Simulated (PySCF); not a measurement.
# A small calculation by hand: oscillator strength and radiative lifetime

aminosilylimino(oxo)methane (CH4N2OSi), SMILES N[SiH2]N=C=O.

Coordinates come from a PBE0-D3(BJ)/def2-SVP optimisation. The values are those of a single conformer.

TDA-CAM-B3LYP/def2-SVPD in PySCF puts the first singlet state with f over 0.02 at 6.84 eV (vertical), with the transition dipole (-0.149, -0.635, 0.000) in atomic units.

**Question.** Find the oscillator strength, the wavelength and the radiative lifetime that this transition would have in vacuum if emission retraced absorption.

**Answer.** 
|μ|² = 0.4254 au, so |μ| = 1.66 D. ΔE = 6.84/27.211 = 0.2514 hartree. f = (2/3) ΔE |μ|² = 0.071 (the program prints 0.071).
λ = 1239.84/6.84 = 181 nm; ν = 55168 cm⁻¹.
Einstein's coefficient A = 0.6670 ν² f s⁻¹ (ν in cm⁻¹) = 1.4e8 s⁻¹, so τ = 1/A = 6.9 ns. This state is S1. The figure is the radiative limit of this one transition; relaxation, internal conversion, crossing to triplets and a medium change what is measured.
